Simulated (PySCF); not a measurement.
## Xe⁴⁰⁺: ionisation energy

Xe⁴⁰⁺ [Ne] 3s2 3p2 (3P) → Xe⁴¹⁺ [Ne] 3s2 3p1 (2P), as a difference of total energies. All numbers are calculated (PySCF 2.14, the non-relativistic Hamiltonian (point nucleus), in an uncontracted even-tempered set (16 s from 7.3 bohr⁻², ratio 2.5; 10 p from 9.5 bohr⁻², ratio 2.5; 4 d from 38 bohr⁻², ratio 2.7; 4 f from 58 bohr⁻², ratio 2.7)). Correlated levels: outer shells: 1s2 frozen; virtual orbitals above 40 to 60 times the deepest correlated orbital energy dropped. The calculations carry no spin-orbit coupling.

| method | ionisation energy (eV) |
| --- | --- |
| UHF | 2881.2 |
| LDA | 2882.6 |
| PBE0 | 2883.0 |
| r2SCAN | 2883.3 |
| PW91 | 2883.8 |
| BP86 | 2883.5 |
| SCS-MP2 (outer shells) | 2881.2 |

Task: Estimate what PBE gives.

Result: 2883.2 eV, closest to r2SCAN among the rows shown.

Task: Estimate what MP2 (outer shells) gives.

Result: 2881.4 eV, closest to SCS-MP2 (outer shells) among the rows shown.

Spin-orbit coupling is strong in these open shells (close to jj coupling). The scalar numbers leave it out and a first-order estimate fails, so it can dominate the gap to the real levels.

The gap to the reference is mostly relativistic.

For comparison: 2975 ± 4 eV (theoretical estimate listed by NIST; NIST Atomic Spectra Database, ionization energies).
